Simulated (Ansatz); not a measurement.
Reaction (cleavage of the Si–Si bond): `O=C[SiH](F)[SiH3]` + `OC[SiH2]O` → `OC[SiH2]O[SiH3]` + `O=C[SiH2]F`

Computed with Ansatz on PBE0-D4/def2-TZVP structures; ΔE is electronic, products minus reactants. CCSD(T)/CBS adds triple-zeta CCSD(T) − MP2 to the extrapolated MP2 energy (def2 sets, frozen cores). Each species was taken in one conformer, which may not be the lowest.

```json
{"level": "MP2/def2-TZVPP", "ΔE (kJ/mol)": "-121.8"}
{"level": "CCSD/CBS(def2)", "ΔE (kJ/mol)": "-116.8"}
```

Question: What does CCSD(T)/CBS give? (Estimate.)

Answer: Ansatz gave: -112.3 kJ/mol. The listed levels differ from it by -9.5, -4.5 kJ/mol.

Largest T1 diagnostic among the species: 0.015.

In def2-TZVPP, CCSD(T) changes the Hartree–Fock value by +28.6 kJ/mol (the triples alone add +4.5 kJ/mol) and MP2 by +20.2 kJ/mol. From PBE to PBE0 (25 % exact exchange), in def2-TZVPP and without D4, ΔE moves by −12.5 kJ/mol.
